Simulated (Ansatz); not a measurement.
Calculated with Ansatz (gas phase, PBE0-D4/def2-TZVP geometries, no zero-point term in ΔE). CCSD(T)/CBS adds triple-zeta CCSD(T) − MP2 to the extrapolated MP2 energy (def2 sets, frozen cores). This one scheme is used for every species. DFT in def2-TZVPP. B3LYP here is the variant with VWN-RPA as its local correlation; programs differ in this. HSE06 is defined as in plane-wave codes. For Br outer-core shells are correlated without core-valence functions, which leaves a few kJ/mol of doubt a bond. Scalar relativity is left out up to krypton. One conformer a species, not always the lowest.

Reaction (ligand exchange at the Si–N bond): `N[SiH]([SiH3])Br` + HBr → `[SiH3][SiH](Br)Br` + NH₃

`N[SiH]([SiH3])Br`:

Cartesian coordinates in Å:
```
N 1.695 0.343 0.498
Si 0.369 0.475 -0.568
Si -1.540 -0.447 0.412
Br 0.625 -0.618 -2.525
H 1.892 -0.534 0.954
H 2.545 0.850 0.308
H 0.248 1.903 -0.945
H -2.656 -0.450 -0.567
H -1.235 -1.847 0.815
H -1.942 0.325 1.619
```

HBr:

Cartesian coordinates in Å:
```
Br 0.019 0.686 -0.184
H -0.019 -0.686 0.184
```

`[SiH3][SiH](Br)Br`:

Cartesian coordinates in Å:
```
Si -0.380 -0.961 -0.702
Si 0.301 0.943 0.463
Br 2.400 0.663 1.130
Br -1.022 1.215 2.226
H 0.507 -1.161 -1.877
H -0.280 -2.122 0.218
H -1.785 -0.785 -1.153
H 0.258 2.208 -0.306
```

NH₃:

```xyz
4

N    -0.258    0.106    0.042
H     0.378    0.354    0.790
H    -0.272   -0.905   -0.013
H     0.151    0.445   -0.820
```

| level | ΔE (kJ/mol) | difference from CCSD(T)/CBS |
| --- | --- | --- |
| LDA (SPW92) | -28.6 | 10.0 |
| PBE-D4 | -38.9 | -0.3 |
| revPBE-D4 | -38.2 | 0.4 |
| BLYP-D4 | -33.1 | 5.5 |
| r2SCAN-D4 | -36.3 | 2.3 |
| PBE0-D4 | -39.0 | -0.4 |
| B3LYP-D4 | -33.8 | 4.8 |
| r2SCANh-D4 | -36.6 | 2.0 |
| r2SCAN0-D4 | -36.9 | 1.7 |
| HSE06-D4 | -39.4 | -0.8 |
| BHLYP-D4 | -35.4 | 3.2 |
| CAM-B3LYP-D4 | -28.0 | 10.6 |
| ωB97X-V | -33.7 | 4.9 |
| B2PLYP | -33.4 | 5.2 |
| PBE-QIDH | -38.0 | 0.6 |
| PBE | -37.8 | 0.8 |
| BLYP | -31.4 | 7.2 |
| r2SCAN | -36.3 | 2.3 |
| PBE0 | -37.9 | 0.7 |
| B3LYP | -31.6 | 7.0 |
| r2SCANh | -36.5 | 2.1 |
| r2SCAN0 | -36.8 | 1.8 |
| HSE06 | -38.2 | 0.4 |
| BHLYP | -31.0 | 7.6 |
| CAM-B3LYP | -26.6 | 12.0 |
| RPA@PBE/def2-TZVPP | -31.0 | 7.6 |
| HF/def2-SVP | -26.4 | 12.2 |
| MP2/def2-SVP | -29.9 | 8.7 |
| CCSD/def2-SVP | -25.9 | 12.7 |
| CCSD(T)/def2-SVP | -26.4 | 12.2 |
| HF/def2-TZVPP | -31.7 | 6.9 |
| MP2/def2-TZVPP | -38.0 | 0.6 |
| SCS-MP2/def2-TZVPP | -34.8 | 3.8 |
| CCSD(T)/def2-TZVPP | -32.8 | 5.8 |
| HF/def2-QZVPP | -31.1 | 7.5 |
| MP2/def2-QZVPP | -41.1 | -2.5 |
| SCS-MP2/def2-QZVPP | -37.5 | 1.1 |
| HF/CBS(def2) | -31.0 | 7.6 |
| MP2/CBS(def2) | -43.9 | -5.3 |
| CCSD/CBS(def2) | -37.7 | 0.9 |
| CCSD(T)/CBS | -38.6 | 0 |

Q: What do rigid-rotor, harmonic-oscillator terms from PBE0-D4/def2-TZVP frequencies (298.15 K, 1 bar) make of the CCSD(T)/CBS value? (Best estimate.)

A: Ansatz gave: ΔZPE = +8.5 kJ/mol, ΔH = -29.6 kJ/mol, ΔS = 5 J/(mol·K), ΔG = -31.0 kJ/mol.

Largest T1 diagnostic among the species: 0.010.

At CCSD(T), def2-SVP lies +12.2 kJ/mol from the extrapolated value and def2-TZVPP +5.8 kJ/mol. Leaving LDA and LC-ωPBE aside and taking each functional with its dispersion term where it has one, the values spread over 11.4 kJ/mol, from HSE06-D4 to CAM-B3LYP-D4. LDA lies +9.2 kJ/mol from PBE without D4.
